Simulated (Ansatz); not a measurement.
AlClH6Si2, SMILES `[AlH2][SiH2][SiH2]Cl`, 10 atoms. The species carries charge 0 and has multiplicity 1. All runs use 2 threads of an Arm Neoverse V2 on a shared host. Correlated methods freeze the cores.

Problem. How many basis functions does each run have, and how long does it take in Ansatz? RHF-CCSD(T)/def2-TZVPP energy; RKS r2SCAN0-D4/def2-TZVPP energy; RKS ωB97M-V/def2-SVP energy; RHF-CCSD(T)/def2-SVP energy; RKS PBE0-D4/def2-QZVPP energy; RKS ωB97M-V/def2-QZVPP energy; RKS BHLYP-D4/def2-TZVPP energy; RHF-MP2/def2-QZVPP energy; RKS PBE0-D4/def2-SVP energy; RKS PBE0-D4/def2-TZVP frequencies; RKS HSE06 (plane-wave form)-D4/def2-TZVPP energy; RKS PBE0-D4/def2-TZVP relaxation (6 steps). (An estimate is asked.)

Solution. Computed: Other jobs shared the machine, so times are rough.

| level | job | functions | wall time | peak host memory (GiB) |
| --- | --- | --- | --- | --- |
| RKS PBE0-D4/def2-SVP | energy | 102 | 1.9 s | 0.2 |
| RHF-CCSD(T)/def2-SVP | energy | 102 | 3.3 s | 0.33 |
| RKS HSE06 (plane-wave form)-D4/def2-TZVPP | energy | 252 | 6 s | 0.76 |
| RKS BHLYP-D4/def2-TZVPP | energy | 252 | 6 s | 0.74 |
| RKS r2SCAN0-D4/def2-TZVPP | energy | 252 | 9 s | 0.75 |
| RKS ωB97M-V/def2-SVP | energy | 102 | 9 s | 0.33 |
| RKS PBE0-D4/def2-QZVPP | energy | 460 | 16 s | 1.8 |
| RHF-MP2/def2-QZVPP | energy | 460 | 30 s | 2.6 |
| RKS PBE0-D4/def2-TZVP | relaxation (6 steps) | 184 | 33 s | 0.51 |
| RKS ωB97M-V/def2-QZVPP | energy | 460 | 38 s | 2.1 |
| RKS PBE0-D4/def2-TZVP | frequencies | 184 | 3.6 min | 0.51 |
| RHF-CCSD(T)/def2-TZVPP | energy | 252 | 6.7 min | 1.9 |
